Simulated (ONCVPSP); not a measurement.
## F (Z = 9): one change to an ONCV potential, before and after

fluorine (F), optimised norm-conserving Vanderbilt (ONCV), made with ONCVPSP 4.0.1 (LDA (Perdew-Wang 92), scalar-relativistic). Core [He], reference 2s2 2p4.75 (charge +0.25). Waves: 2s: rc 0.55 bohr, ncon 4, nbas 8, qcut 11.8 1/bohr, 2 projectors, debl 0.4 Ha; 2p: rc 1.45 bohr, ncon 4, nbas 8, qcut 9.6 1/bohr, 3 projectors, debl 1.6 Ha; d scattering state at 0.21 Ha: rc 1.30 bohr, ncon 4, nbas 9, qcut 7.1 1/bohr, 2 projectors, debl 3.8 Ha. Local part: polynomial inside 0.40 bohr (lpopt 5, dvloc0 3 Ha). Core correction: Teter function fitted to the true core (icmod 2), fcfact 0.6.

In the s channel the program set the typed energies aside and used -1.237, 0.250 Ha.

All-electron outer shells of the reference configuration (LDA (PZ), scalar-relativistic, ld1.x):

| shell | level (eV) | outermost node (bohr) | outermost maximum (bohr) |
| --- | --- | --- | --- |
| 1s | -663.60 | – | 0.12 |
| 2s | -33.67 | 0.24 | 0.76 |
| 2p | -15.22 | – | 0.70 |

Change: d: qcut 6.1.

Cutoffs: the cutoffs (Ha) at which the residual kinetic energy of the hardest occupied pseudo-wave falls to 1 and 0.1 mHa per electron; they do not see the model core or the augmentation charge, which bear on the density cutoff. Errors are all-electron minus pseudo energies relative to the spin-unpolarised reference configuration.

Q: How do hardness, ghosts and transferability respond?

A: The potential gets neither clearly harder nor softer (146 Ha and 550 Ha → 146 Ha and 550 Ha); the bound ghosts move from s to d, s; the lowest positive-energy flag moves from d at 22.7 eV to none; the errors of the 4 common tests hardly move.

```tsv
quantity	base	changed
cutoff, loose	146 Ha	146 Ha
cutoff, tight	550 Ha	550 Ha
bound ghosts	s	s, d
GHOST(+) flags under 300 eV	d at 22.7 eV	none
error for 2s2 2p5, meV [ΔE -3.31 eV]	+1.6	+1.6
error for 2s2 2p4, meV [ΔE 16.25 eV]	+25	+25
error for 2s2 2p3, meV [ΔE 54.77 eV]	+254	+254
error for 2s1 2p5, meV [ΔE 34.91 eV]	-28	-28
s: phases at 0.56 bohr within 0.05 rad from the reference energy up to (Ha; the scan ends near 5)	to the end of the scan	to the end of the scan
p: phases at 1.47 bohr within 0.05 rad from the reference energy up to (Ha; the scan ends near 5)	to the end of the scan	to the end of the scan
d: phases at 1.32 bohr within 0.05 rad from the reference energy up to (Ha; the scan ends near 5)	0.8	n/a
rms error of d²Exc/dni dnj with the model core, mHa	1.54	1.54
```

 A true bound ghost makes a file unfit for plane-wave use even where its test errors are small: the radial tests pick states by their node count and pass the ghost by.
